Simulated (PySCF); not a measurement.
**Dipole response of S (sulfur, neutral)**

[Ne] 3s2 3p4, high-spin 3P determinant. All numbers are calculated (PySCF 2.14, scalar relativity by spin-free X2C-1e, in aug-cc-pVDZ-DK). Coupled (time-dependent) response in atomic units; α is the mean over directions. A double-zeta set is small for polarisabilities.

| method | mean α (bohr³) | α xx, yy, zz | C₆ (like pair) | S(−4) |
| --- | --- | --- | --- | --- |
| UHF | 17.74 | 16.60, 20.03, 16.60 | 122.6 | 79.79 |
| PBE | 18.99 | 17.50, 21.96, 17.50 | 132.5 | 102.5 |
| PBE0 | 18.45 | 17.13, 21.09, 17.13 | 128.1 | 91.64 |
| BLYP | 19.05 | 17.50, 22.14, 17.50 | 132.2 | 106.7 |
| B97-3 | 18.27 | 17.03, 20.77, 17.03 | 126.3 | 90.05 |

S(−4) is the Cauchy moment in α(ω) = α(0) + S(−4) ω² + …

Reference α: 19.4 ± 0.1 bohr³ (recommended; Schwerdtfeger and Nagle, table of static dipole polarizabilities (2023 update)). Published C₆: 134.0 (Chu and Dalgarno (2004); Tang, Norbeck and Certain (1976)).

α(iu) at B97-3:

```json
{"u (hartree)": "0", "α(iu) (bohr³)": "18.27"}
{"u (hartree)": "0.0500", "α(iu) (bohr³)": "18.05"}
{"u (hartree)": "0.100", "α(iu) (bohr³)": "17.44"}
{"u (hartree)": "0.200", "α(iu) (bohr³)": "15.47"}
{"u (hartree)": "0.300", "α(iu) (bohr³)": "13.20"}
{"u (hartree)": "0.500", "α(iu) (bohr³)": "9.227"}
{"u (hartree)": "0.750", "α(iu) (bohr³)": "5.938"}
{"u (hartree)": "1.00", "α(iu) (bohr³)": "4.001"}
{"u (hartree)": "1.50", "α(iu) (bohr³)": "2.095"}
{"u (hartree)": "2.00", "α(iu) (bohr³)": "1.266"}
{"u (hartree)": "3.00", "α(iu) (bohr³)": "0.6002"}
{"u (hartree)": "5.00", "α(iu) (bohr³)": "0.2287"}
```

A single London oscillator, α(iu) = α/(1 + u²/ω²), gives C₆ = (3/4) ω α². Matching the computed C₆ needs ω = 4 × 126.3 / (3 × 18.27²) = 0.505 hartree.

The components differ because the open shell of this determinant is not spherical; for a pure term their mean is the scalar polarisability.
